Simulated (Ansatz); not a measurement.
## Strength of the Os–O bond: C8H8O5Os → C4H8O + Os(CO)4

Species: C8H8O5Os `[O+]#[C][Os-5]([C]#[O+])([C]#[O+])([C]#[O+])[O+]1CCCC1`, singlet; C4H8O (tetrahydrofuran) `C1CCOC1`, singlet; Os(CO)4, singlet. 

Shapes, held fixed at every level: PBE0-D4/def2-TZVP. Flexible molecules stand in one conformer, not always the lowest. Programs: Ansatz 0.2.0. Electronic energies: no zero-point or thermal term.

(1) Estimate ΔE of this reaction.

Answers

(1) MP2/def2-TZVPP gives ΔE = +69.0 kJ/mol; the levels span +0.1 to +72.8. Both fragments are taken as closed shells, so no electrons are unpaired. The median of the levels is +46.9. No measured value is set beside it here. For atoms past krypton def2 sets carry core potentials with scalar relativity. Outer-core shells of Os are correlated in most correlated rows, in sets that cover them unevenly.

```tsv
level	kind	ΔE (kJ/mol)
HF/def2-TZVPP	Hartree–Fock	+0.1
r2SCAN-D4/def2-TZVPP	meta-GGA	+43.2
BHLYP-D4/def2-TZVPP	global hybrid	+43.8
r2SCAN0-D4/def2-TZVPP	global hybrid	+46.9
wB97X-V/def2-TZVPP	range-separated hybrid	+59.2
MP2/def2-SVP	perturbation theory	+72.8
MP2/def2-TZVPP	perturbation theory	+69.0
```
